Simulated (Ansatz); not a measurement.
# Which is lower?

The two ends of one reaction step of BAsH₆O₃, singlet (PBE0-D4/def2-TZVP).

A:

```
11
angstrom
B 0.7909 1.0813 -0.8056
O 1.2650 2.0324 -1.6665
O 1.5499 0.6629 0.2438
O -0.4583 0.5549 -1.0134
H -2.1528 -0.8657 1.5208
As -0.8351 -1.6103 1.4368
H 2.1461 2.3268 -1.4261
H 1.1037 -0.0099 0.7751
H -0.8818 0.9360 -1.7857
H -1.2779 -2.4551 0.2589
H -1.2500 -2.6533 2.4620
```

B:

```xyz
11
angstrom
B 0.3436 -0.5260 -0.7481
O 0.3672 1.7642 2.0532
O 0.8077 0.7509 -0.6195
O 0.7792 -1.2426 -1.8193
H -0.3984 2.3390 1.9961
As -0.8444 -1.2899 0.7430
H 0.6167 1.5868 1.1375
H 1.4136 0.9930 -1.3291
H 0.4071 -2.1237 -1.8845
H -1.6704 -2.1202 -0.2364
H -1.8221 -0.1313 0.7071
```

Program: Ansatz 0.2.0. Basis: def2-TZVPP. Cores are frozen in the correlated methods. Filled d shells of the heavier atoms are correlated. The def2 sets are not built for correlating such inner shells, so the correlated values are less sure here. B3LYP uses VWN-RPA correlation.

Q: Which structure is lower at CCSD(T), and by how much? (An estimate is asked for; the value comes from the calculation.)

A: The calculation gives: A, by 112.9 kJ/mol (electronic energy, against the other). By their contacts, A is a complex of BH₃O₃ ([OH][B]([OH])[OH]) + AsH₃ and B is a complex of BAsH₄O₂ ([OH][B]([OH])[AsH2]) + H₂O.

All methods give the same order:

```tsv
method	E(B) − E(A) (kJ/mol)
SPW92	110.6
PBE-D4	103.0
BLYP-D4	110.3
r2SCAN-D4	114.2
B97M-V	122.0
PBE0-D4	109.8
B3LYP-D4	115.9
r2SCAN0-D4	117.6
BHLYP-D4	124.2
CAM-B3LYP-D4	121.6
wB97X-V	114.8
wB97M-V	115.1
B2PLYP	116.6
PBE-QIDH	113.9
RPA on PBE	111.2
HF	139.5
MP2	109.7
CCSD	117.0
CCSD(T)	112.9
```

T1 diagnostic: at most 0.012.

Labels in which every atom is bracketed show which atoms are joined, not bond orders.

For scale, one of the runs: CCSD(T)/def2-TZVPP, 256 basis functions, launched by `ansatz run in.yaml --threads 8 --pin off --events-out ev --progress --plain --max-ram 19148MiB`. The run took 3.3 min on 8 CPU threads of an Arm Neoverse V1 (shared host), with 6.3 GiB of host memory at its peak.
